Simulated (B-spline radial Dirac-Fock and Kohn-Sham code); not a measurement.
The computed values come from a radial B-spline solver: Dirac-Fock densities.

Q: This computed X-ray form factor belongs to an atom or ion in its tabulated ground configuration. Which?

```
sin θ/λ (Å⁻¹)     f₀
          0.3  7.972
         0.45  7.937
          0.8  7.802
          1.1  7.632
          1.2  7.565
          1.6  7.250
          2.5  6.336
            3  5.763
          3.5  5.182
```

A: Tm⁶¹⁺, with 8 electrons in [He] 2s2 2p4. f₀ tends to the number of electrons as s goes to zero, which the first rows give only roughly, and the rate of fall reflects the nuclear charge, 69.
